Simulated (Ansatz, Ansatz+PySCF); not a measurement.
| atom | x (Å) | y (Å) | z (Å) |
| --- | --- | --- | --- |
| H | 0.0000 | 0.0000 | -1.2719 |
| Br | 0.0000 | 0.0000 | 0.0363 |

Basis set: def2-SVP (spherical functions). Frozen core: 9 orbitals. Charge 0, multiplicity 1.

Computed with Ansatz (development build ahead of 0.2.0); each method stands on the lowest determinant of its kind that the runs found. Restricted open shells among the atoms or ions are ROHF, correlated in semicanonical orbitals with singles.

The atomization energy at this shape (free ground-state atoms in the same class of orbitals less the molecule, no zero-point energy) of singlet HBr:

```
 method  atomization energy
RHF-MP2        344.2 kJ/mol
    RHF        264.9 kJ/mol
    UHF        255.4 kJ/mol
```

What does RHF-CCSD(T) give?

349.0 kJ/mol. Caution: the shape is not the minimum.
